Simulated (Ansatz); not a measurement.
Cost and result for the atomization energy of CH2AlFO, SMILES `O=[CH][AlH][F]` (6 atoms, 5 bonds).

Charge 0, multiplicity 1. The geometry is a stationary point of PBE0-D4/def2-TZVP. It is one conformer, not always the lowest. Program: Ansatz. All runs use 2 threads of an Arm Neoverse V1 on a shared host. Times are those of one run each, without the atoms' runs, and a repeat can differ threefold. Electronic energies, without spin–orbit coupling; frozen cores. CCSD(T)/CBS adds CCSD(T) − MP2 in def2-TZVPP to the MP2 limit, and its time is that of the two runs behind it. T1 = 0.015. HSE06 is the plane-wave form, built on full-range PBE exchange.

CCSD(T)/CBS is a level of theory with its own doubt, some kJ/mol a heavy atom from the limit and from the frozen cores, so smaller differences don't rank the functionals.

| level | functions | wall time |
| --- | --- | --- |
| CCSD(T)/def2-SVP | 70 | 1.4 s |
| revPBE-D4/def2-TZVPP | 163 | 1.4 s |
| BLYP-D4/def2-TZVPP | 163 | 1.4 s |
| PBE-D4/def2-TZVPP (with forces) | 163 | 1.8 s |
| HSE06-D4/def2-TZVPP | 163 | 1.9 s |
| r2SCANh-D4/def2-TZVPP | 163 | 3.3 s |
| PBE-QIDH/def2-TZVPP | 163 | 3.4 s |
| r2SCAN-D4/def2-TZVPP (with forces) | 163 | 3.7 s |
| B97M-V/def2-TZVPP | 163 | 6 s |
| ωB97X-V/def2-TZVPP | 163 | 6 s |
| MP2/def2-QZVPP | 301 | 9.5 s |
| CCSD(T)/def2-TZVPP | 163 | 25 s |
| CCSD(T)/CBS(def2) | – | 34 s |

(1) What atomization energy does each give, and how far from CCSD(T)/CBS? (Estimate.)

## Answers

(1) Ansatz gave: 
```csv
level,atomization (kcal/mol),difference from CCSD(T)/CBS,per bond
CCSD(T)/def2-SVP,510.9,-32.4,-6.5
revPBE-D4/def2-TZVPP,538.6,-4.7,-0.9
BLYP-D4/def2-TZVPP,545.8,2.5,0.5
PBE-D4/def2-TZVPP (with forces),555.4,12.1,2.4
HSE06-D4/def2-TZVPP,536.3,-7.0,-1.4
r2SCANh-D4/def2-TZVPP,535.6,-7.7,-1.5
PBE-QIDH/def2-TZVPP,532.9,-10.4,-2.1
r2SCAN-D4/def2-TZVPP (with forces),542.6,-0.7,-0.1
B97M-V/def2-TZVPP,544.0,0.7,0.1
ωB97X-V/def2-TZVPP,542.3,-1.0,-0.2
MP2/def2-QZVPP,556.8,13.5,2.7
CCSD(T)/def2-TZVPP,526.5,-16.8,-3.4
CCSD(T)/CBS(def2),543.3,0.0,0.0
```

Leaving LDA and LC-ωPBE aside and taking each functional with its dispersion term where it has one, the values, not all of them listed here, spread over 42.1 kcal/mol, from BHLYP-D4 to PBE-D4. LDA lies +72.3 kcal/mol from PBE without D4, its usual overbinding. The D4 term adds +3.2 kcal/mol with B3LYP and +1.6 kcal/mol with PBE0; it sums over pairs of atoms, weighted by their polarisabilities, and B3LYP, whose exchange is more repulsive, gets the larger term. From PBE to PBE0 (25 % exact exchange), in def2-TZVPP and without D4, the atomization energy moves by −19.2 kcal/mol: exact exchange takes away binding that semilocal exchange gives to molecules.

B3LYP here is the variant with VWN-RPA as its local correlation; programs differ in this.
